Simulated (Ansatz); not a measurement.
```xyz
13

C    -1.1877    1.2704   -1.0464
Si    0.1813    0.0345   -0.7296
C     1.2478    0.3433    0.8464
O     0.9485   -0.8361    1.6277
Si   -0.1050   -1.7646    0.7154
H    -1.8593    0.9111   -1.8296
H    -0.7763    2.2295   -1.3713
H    -1.7773    1.4368   -0.1424
H     0.9898   -0.1611   -1.9668
H     0.9609    1.2364    1.4118
H     2.3254    0.3954    0.6628
H     0.4559   -3.1106    0.4072
H    -1.4039   -1.9851    1.4148
```

The species carries charge 0 and has multiplicity 1.

List the B3LYP/def2-TZVPP orbital energies in eV (Ansatz). (Estimate.)

Computed: Occupied: -1799.16, -1798.74, -520.24, -277.84, -276.70, -143.63, -143.31, -98.99, -98.93, -98.93, -98.64, -98.62, -98.60, -27.31, -19.43, -18.13, -15.07, -12.96, -12.40, -11.91, -11.52, -11.35, -10.97, -9.68, -9.17, -7.65, -7.63, -7.24. Lowest empty: -0.45, 0.06, 0.12, 1.15, 1.31, 1.80, 2.14, 2.39.

B3LYP here is the variant with VWN-RPA as its local correlation; programs differ in this.
